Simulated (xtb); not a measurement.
C3F5 (SMILES F[C]=C(F)C(F)(F)F), doublet, from a rough starting geometry; GFN2-xTB run with xtb.

Here is a job for xtb.
```
$ xtb mol.xyz --gfn 2 --uhf 1 --opt vtight --json

# file mol.xyz
8

F      2.55746867     1.12710300     0.06877468
C      1.44874943     0.65043725    -0.23196981
C      0.44905816     0.08000197     0.38496823
F      0.40300410    -0.20683173     1.72794433
C     -0.91438900    -0.27235040    -0.41317780
F     -1.97137720     0.24500595     0.26488184
F     -0.81461147     0.02250983    -1.61174331
F     -1.08763142    -1.66817127    -0.24204660
```

It wrote (shortened):

```
   ID    Z sym.   atoms
    1    9 F      1, 4, 6-8
    2    6 C      2, 3, 5

           -------------------------------------------------
          |                Calculation Setup                |
           -------------------------------------------------

           -------------------------------------------------
          |                 G F N 2 - x T B                 |
           -------------------------------------------------

          ...................................................
          :                      SETUP                      :
          :.................................................:
          :  # basis functions                  32          :
          :  # atomic orbitals                  32          :
          :  # shells                           16          :
          :  # electrons                        47          :
          :  max. iterations                   250          :
          :  Hamiltonian                  GFN2-xTB          :
          :  restarted?                      false          :
          :  GBSA solvation                  false          :
          :  PC potential                    false          :
          :  electronic temp.          300.0000000     K    :
          :  accuracy                    1.0000000          :
          :  -> integral cutoff          0.2500000E+02      :
          :  -> integral neglect         0.1000000E-07      :
          :  -> SCF convergence          0.1000000E-05 Eh   :
          :  -> wf. convergence          0.1000000E-03 e    :
          :  Broyden damping             0.4000000          :
          :  net charge                          0          :
          :  unpaired electrons                  1          :
          ...................................................

 iter      E             dE          RMSdq      gap      omega  full diag
   1    -30.0016234 -0.300016E+02  0.538E+00    3.78       0.0  T
   2    -30.0492135 -0.475901E-01  0.317E+00    4.12       1.0  T
   3    -30.0517176 -0.250402E-02  0.189E+00    3.79       1.0  T
   4    -30.0567787 -0.506117E-02  0.772E-01    4.07       1.0  T
   5    -30.0600993 -0.332053E-02  0.124E-01    3.94       1.0  T
   6    -30.0601247 -0.254587E-04  0.431E-02    3.94       1.0  T
   7    -30.0601258 -0.109806E-05  0.175E-02    3.94       2.0  T
   8    -30.0601259 -0.694599E-07  0.503E-03    3.94       7.0  T
   9    -30.0601259 -0.185316E-07  0.720E-04    3.94      49.1  T
  10    -30.0601259 -0.251251E-09  0.246E-04    3.94     143.6  T

   *** convergence criteria satisfied after 10 iterations ***

         :::::::::::::::::::::::::::::::::::::::::::::::::::::
         ::                     SUMMARY                     ::
         :::::::::::::::::::::::::::::::::::::::::::::::::::::
         :: total energy             -29.923367771991 Eh    ::
         :: gradient norm              0.170586564373 Eh/a0 ::
         :: HOMO-LUMO gap              3.941517059034 eV    ::
         ::.................................................::
         :: SCC energy               -30.060124041055 Eh    ::
         :: -> isotropic ES            0.052349382197 Eh    ::
         :: -> anisotropic ES          0.004830599373 Eh    ::
         :: -> anisotropic XC         -0.025666617788 Eh    ::
         :: -> dispersion             -0.004320127036 Eh    ::
         :: repulsion energy           0.136756269064 Eh    ::
         :: add. restraining           0.000000000000 Eh    ::
         :: total charge              -0.000000000000 e     ::
         :::::::::::::::::::::::::::::::::::::::::::::::::::::

      -----------------------------------------------------------
     |                   =====================                   |
     |                        A N C O P T                        |
     |                   =====================                   |
     |               Approximate Normal Coordinate               |
     |                Rational Function Optimizer                |
      -----------------------------------------------------------
      -----------------------------------------------------------
     |                   =====================                   |
     |                        A N C O P T                        |
     |                   =====================                   |
     |               Approximate Normal Coordinate               |
     |                Rational Function Optimizer                |
      -----------------------------------------------------------

          ...................................................
          :                      SETUP                      :
          :.................................................:
          :   optimization level         verytight          :
          :   max. optcycles                   200          :
          :   ANC micro-cycles                  20          :
          :   degrees of freedom                18          :
          :.................................................:
          :   RF solver                   davidson          :
          :   write xtbopt.log                true          :
          :   linear?                        false          :
          :   energy convergence         0.1000000E-06 Eh   :
          :   grad. convergence          0.2000000E-03 Eh/α :
          :   maxmium RF displ.          1.0000000          :
          :   Hlow (freq-cutoff)         0.1000000E-01      :
          :   Hmax (freq-cutoff)         5.0000000          :
          :   S6 in model hess.         20.0000000          :
          ...................................................

generating ANC from exact Hessian ...
Using Lindh-Hessian (1995)
 Shifting diagonal of input Hessian by    0.0000000000000000
 Lowest  eigenvalues of input Hessian
    0.000000    0.000000    0.000000    0.000000    0.000000    0.000000
    0.012063    0.022708    0.029183    0.063173    0.074301    0.102107
[...]
 * total energy  :   -29.9425412 Eh     change       -0.1466325E-03 Eh
 * total energy  :   -29.9425572 Eh     change       -0.1596291E-04 Eh
 * total energy  :   -29.9425624 Eh     change       -0.5228271E-05 Eh
 * total energy  :   -29.9425642 Eh     change       -0.1788132E-05 Eh
 * total energy  :   -29.9425652 Eh     change       -0.1078372E-05 Eh
 * total energy  :   -29.9425657 Eh     change       -0.4506897E-06 Eh
 * total energy  :   -29.9425660 Eh     change       -0.3249268E-06 Eh
 * total energy  :   -29.9425662 Eh     change       -0.1691743E-06 Eh
 * total energy  :   -29.9425664 Eh     change       -0.1981413E-06 Eh
 * total energy  :   -29.9425666 Eh     change       -0.2556559E-06 Eh
 * total energy  :   -29.9425669 Eh     change       -0.2838577E-06 Eh
 * total energy  :   -29.9425671 Eh     change       -0.1894877E-06 Eh
 * total energy  :   -29.9425672 Eh     change       -0.9538867E-07 Eh
   *** GEOMETRY OPTIMIZATION CONVERGED AFTER 17 ITERATIONS ***
[...]

 iter      E             dE          RMSdq      gap      omega  full diag
   1    -30.0744174 -0.300744E+02  0.209E-05    3.93       0.0  T
   2    -30.0744174 -0.863309E-12  0.112E-05    3.93    3166.4  T
   3    -30.0744174 -0.532907E-13  0.587E-06    3.93    6019.2  T

   *** convergence criteria satisfied after 3 iterations ***

         :::::::::::::::::::::::::::::::::::::::::::::::::::::
         ::                     SUMMARY                     ::
         :::::::::::::::::::::::::::::::::::::::::::::::::::::
         :: total energy             -29.942567213231 Eh    ::
         :: gradient norm              0.000045896212 Eh/a0 ::
         :: HOMO-LUMO gap              3.930954725906 eV    ::
         ::.................................................::
         :: SCC energy               -30.074415629284 Eh    ::
         :: -> isotropic ES            0.054192190707 Eh    ::
         :: -> anisotropic ES          0.004840106214 Eh    ::
         :: -> anisotropic XC         -0.027441275625 Eh    ::
         :: -> dispersion             -0.004330104820 Eh    ::
         :: repulsion energy           0.131848416053 Eh    ::
         :: add. restraining           0.000000000000 Eh    ::
         :: total charge               0.000000000000 e     ::
         :::::::::::::::::::::::::::::::::::::::::::::::::::::

           -------------------------------------------------
          |                Property Printout                |
           -------------------------------------------------

    * Orbital Energies and Occupations

         #    Occupation            Energy/Eh            Energy/eV
      -------------------------------------------------------------
         1        2.0000           -0.9152317             -24.9047
       ...           ...                  ...                  ...
        12        2.0000           -0.6247807             -17.0011
        13        2.0000           -0.6239574             -16.9787
        14        2.0000           -0.6094110             -16.5829
        15        2.0000           -0.5868211             -15.9682
        16        2.0000           -0.5787549             -15.7487
        17        2.0000           -0.5769131             -15.6986
        18        2.0000           -0.5707880             -15.5319
        19        2.0000           -0.5662514             -15.4085
        20        2.0000           -0.5652357             -15.3808
        21        2.0000           -0.5637292             -15.3399
        22        2.0000           -0.5237823             -14.2528
        23        2.0000           -0.4902412             -13.3401
        24        1.0000           -0.4395989             -11.9621 (HOMO)
        25                         -0.2951390              -8.0311 (LUMO)
        26                         -0.0496564              -1.3512
        27                         -0.0372957              -1.0149
        28                          0.0692776               1.8851
        29                          0.0915516               2.4912
        30                          0.1010791               2.7505
        31                          0.2177299               5.9247
        32                          0.6407018              17.4344
      -------------------------------------------------------------
                  HL-Gap            0.1444599 Eh            3.9310 eV
             Fermi-level           -0.4161445 Eh          -11.3239 eV

     #   Z          covCN         q      C6AA      α(0)
     1   9 F        0.785    -0.045     9.754     3.689
     2   6 C        1.773     0.125    28.169     8.580
     3   6 C        2.745     0.120    25.339     8.242
     4   9 F        0.786    -0.159    10.823     3.886
     5   6 C        3.334     0.495    17.192     6.570
     6   9 F        0.791    -0.174    10.971     3.913
     7   9 F        0.791    -0.187    11.098     3.935
     8   9 F        0.791    -0.174    10.974     3.913

 Mol. C6AA /au·bohr⁶  :        934.578256
 Mol. C8AA /au·bohr⁸  :      20815.600774
 Mol. α(0) /au        :         42.728420

Wiberg/Mayer (AO) data.
largest (>0.10) Wiberg bond orders for each atom

 ---------------------------------------------------------------------------
     #   Z sym  total        # sym  WBO       # sym  WBO       # sym  WBO
 ---------------------------------------------------------------------------
     1   9 F    1.385 --     2 C    1.242
     2   6 C    3.284 --     3 C    1.850     1 F    1.242     4 F    0.146
     3   6 C    3.894 --     2 C    1.850     4 F    0.944     5 C    0.933
     4   9 F    1.145 --     3 C    0.944     2 C    0.146
     5   6 C    3.865 --     6 F    0.964     8 F    0.964     7 F    0.960
                             3 C    0.933
     6   9 F    1.103 --     5 C    0.964
     7   9 F    1.087 --     5 C    0.960
     8   9 F    1.102 --     5 C    0.964
 ---------------------------------------------------------------------------

Topologies differ in total number of bonds
Writing topology from bond orders to xtbtopo.mol

molecular dipole:
                 x           y           z       tot (Debye)
 q only:        0.552       0.296      -0.208
   full:        0.650       0.329      -0.165       1.898
molecular quadrupole (traceless):
                xx          xy          yy          xz          yz          zz
 q only:       -0.030      -0.366       1.233      -1.248       0.070      -1.202
  q+dip:        0.686      -0.167       1.581      -1.359       0.349      -2.267
   full:       -0.072      -0.801       1.865      -1.212       0.441      -1.793

optimized geometry written to: xtbopt.xyz

           -------------------------------------------------
          | TOTAL ENERGY              -29.942567213231 Eh   |
          | GRADIENT NORM               0.000045896212 Eh/α |
          | HOMO-LUMO GAP               3.930954725906 eV   |
           -------------------------------------------------

normal termination of xtb
```
